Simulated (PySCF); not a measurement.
A homologous series of growing length: n-germane mercapto/mercapto. All species are isolated molecules in the gas phase. One relaxed conformer stands for each flexible species; it need not be the lowest. Strings in code marks are SMILES. All members: neutral, multiplicity 1. Level: r2SCAN-D4/def2-TZVP // B3LYP-D3(BJ)/def2-SVP (PySCF). 

```csv
species,n (atoms other than H),1/n,HOMO–LUMO gap (eV)
`[SH][GeH2][GeH2][GeH2][GeH2][GeH2][GeH2][SH]`,8,0.1250,4.02
`[SH][GeH2][GeH2][GeH2][GeH2][SH]`,6,0.1667,4.21
`[SH][GeH2][GeH2][GeH2][SH]`,5,0.2000,4.29
`[SH][GeH2][GeH2][SH]`,4,0.2500,4.60
"`[SH][GeH2][SH]` (H–S–Ge–S torsion -140°, S–Ge–S–H torsion -140°)",3,0.3333,withheld
```

**Question.** Fit HOMO–LUMO gap = a + b·x to the 4 complete rows by least squares, with x = 1/n. Give a, b and the rms residual, and predict the withheld value.

**Answer.** Means of the 4 rows: x̄ = 0.18543, ȳ = 4.28 eV. Σ(x − x̄)² = 0.0083842 and Σ(x − x̄)(y − ȳ) = 0.037831, so b = 4.512 and a = ȳ − b·x̄ = 3.443 eV. The rms residual is 0.033 eV. At x = 0.3333 the line gives 4.95 eV, outside the range of the fitted rows. The run for `[SH][GeH2][SH]` (H–S–Ge–S torsion -140°, S–Ge–S–H torsion -140°) gave 5.29 eV, so the line is off by 0.34 eV, more than twice the rms residual.

Codes: PySCF.
